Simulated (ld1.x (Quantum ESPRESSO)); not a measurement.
**LDA (PZ) ultrasoft dataset for Ce, scalar-relativistic all-electron reference.**

| Item | Value |
| --- | --- |
| Element | cerium (Ce) |
| Generator | ld1.x (Quantum ESPRESSO) 7.5 |
| Type | ultrasoft |
| Functional | LDA (PZ) |
| Relativity | scalar-relativistic |
| Frozen core | [Kr] 4d10 4f1 |
| Valence charge | 11 |
| Reference configuration | 5s2 5p6 5d1 6s2 6p0 |
| Partial waves | 5s (bound): rcut 2.35, rcutus 2.70 bohr; 6s (bound): rcut 2.35, rcutus 2.70 bohr; 5p (bound): rcut 2.30, rcutus 2.65 bohr; 6p (bound, empty): rcut 2.30, rcutus 2.65 bohr; 5d (bound): rcut 2.95, rcutus 4.10 bohr; 5d channel at 4.35 Ry: rcut 2.95, rcutus 4.10 bohr; 5f channel at 0.1 Ry: rcut 3.35, rcutus 4.15 bohr; 5f channel at 2.8 Ry: rcut 3.35, rcutus 4.15 bohr |
| Local potential | all-electron potential smoothed inside 2.65 bohr (lloc = -1) |
| Core correction | Bessel-smoothed model core, default radius (core density twice the valence density) |
| Augmentation charge | PSQ, radius 2.60 bohr |

All-electron outer shells of the reference configuration (LDA (PZ), scalar-relativistic, ld1.x):

| shell | level (eV) | outermost node (bohr) | outermost maximum (bohr) |
| --- | --- | --- | --- |
| 4d | -110.44 | 0.31 | 0.66 |
| 5s | -40.72 | 0.75 | 1.37 |
| 5p | -23.30 | 0.81 | 1.53 |
| 4f | -5.61 | – | 0.71 |
| 6s | -3.89 | 1.81 | 3.68 |
| 5d | -3.18 | 0.92 | 2.18 |
| 6p | -1.41 | 2.15 | 4.90 |

Question: Is a potential produced?

Answer: No. ld1.x (Quantum ESPRESSO) 7.5 stopped with "find_q: problem finding q": no Bessel wave vectors were found that match the logarithmic derivative at the chosen radius.
